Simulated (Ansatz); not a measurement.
`C#CC(=O)[SiH3]` + H₂ → `C#CC=O` + SiH₄ at 700 K and 1 bar (hydrogenolysis of a C–Si bond).

Calculated with Ansatz (gas phase, PBE0-D4/def2-TZVP geometries, no zero-point term in ΔE). CCSD(T)/CBS adds triple-zeta CCSD(T) − MP2 to the extrapolated MP2 energy (def2 sets, frozen cores). This one scheme is used for every species.

```csv
species,CCSD(T)/CBS energy (Eh),H − E (kJ/mol),S (J/(mol·K))
`C#CC(=O)[SiH3]`,-480.70818,209.7,446.8
H₂,-1.17544,46.8,155.3
`C#CC=O`,-190.43458,143.8,339.9
SiH₄,-291.46306,115.5,252.9
```

H − E and S are ideal-gas, rigid-rotor, harmonic terms from PBE0-D4/def2-TZVP. The MP2-based limit puts H₂ 0.8 mEh under its directly extrapolated value; such offsets cancel only in part. 1 Eh = 2625.50 kJ/mol, R = 8.31446 J/(mol·K).

Problem. By hand: ΔE, ΔH, ΔS and ΔG.

Solution. ΔE = (-190.43458) + (-291.46306) − (-480.70818) − (-1.17544) = -0.01402 Eh = -36.8 kJ/mol. Δ(H − E) = 143.8 + 115.5 − 209.7 − 46.8 = 2.8, so ΔH = -34.0 kJ/mol. ΔS = 339.9 + 252.9 − 446.8 − 155.3 = -9.3 J/(mol·K). ΔG = -34.0 − 700 × (-9.3)/1000 = -27.5 kJ/mol.

Problem. By hand: the equilibrium constant, and the temperature at which ΔG would vanish if ΔH and ΔS stayed fixed.

Solution. log₁₀ K = −ΔG/(RT ln 10) = 2.1. ΔG = 0 at ΔH/ΔS = 3656 K, far beyond where these terms or the molecules hold.

The number of gas molecules stays the same, so ΔS is small and ΔH decides. A doubt of 5 kJ/mol in ΔE shifts log₁₀ K by 0.4 here. Modes under 60 cm⁻¹, often nearly free rotors, make the harmonic entropy too high. These are equilibria of isolated gas molecules and say nothing of rates. Largest T1 diagnostic: 0.016 (customary marks: 0.02 for closed shells, 0.045 for open ones).
